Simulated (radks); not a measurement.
Results of a calculation; reference values are marked as such.
Tc XVIII, 26 electrons, occupied as [Ar] 3d8. Level of theory: Dirac Kohn-Sham, LB94 model potential, spin-unpolarised, spherical densities, finite nucleus; open shells fill j = l - 1/2 first; Fermi nuclear charge, rms radius 4.4112 fm (a radial shooting solver on a logarithmic mesh with Libxc functionals).

Unscreened Slater integrals over Kohn-Sham orbitals (hartree). Large and small components are both included.

integral,value
"F0(3d5/2,3d5/2)",2.4165
"F2(3d5/2,3d5/2)",1.2081
"F4(3d5/2,3d5/2)",0.77160
"F0(3d5/2,3d3/2)",2.4262
"F2(3d5/2,3d3/2)",1.2117
"G2(3d5/2,3d3/2)",1.2063
"G4(3d5/2,3d3/2)",0.77036
"F0(3d5/2,3p3/2)",2.2950
"F2(3d5/2,3p3/2)",1.1096
"G1(3d5/2,3p3/2)",1.2650
"G3(3d5/2,3p3/2)",0.81536
"F0(3d5/2,3p1/2)",2.3262
"G3(3d5/2,3p1/2)",0.83569
"F0(3d3/2,3d3/2)",2.4361
"F2(3d3/2,3d3/2)",1.2154
"F0(3d3/2,3p3/2)",2.3029
"F2(3d3/2,3p3/2)",1.1097
"G1(3d3/2,3p3/2)",1.2602
"G3(3d3/2,3p3/2)",0.81238
"F0(3d3/2,3p1/2)",2.3345
"G1(3d3/2,3p1/2)",1.3038
"F0(3p3/2,3p3/2)",2.2222
"F2(3p3/2,3p3/2)",1.1211
"F0(3p3/2,3p1/2)",2.2488
"G2(3p3/2,3p1/2)",1.1290
"F0(3p1/2,3p1/2)",2.2768
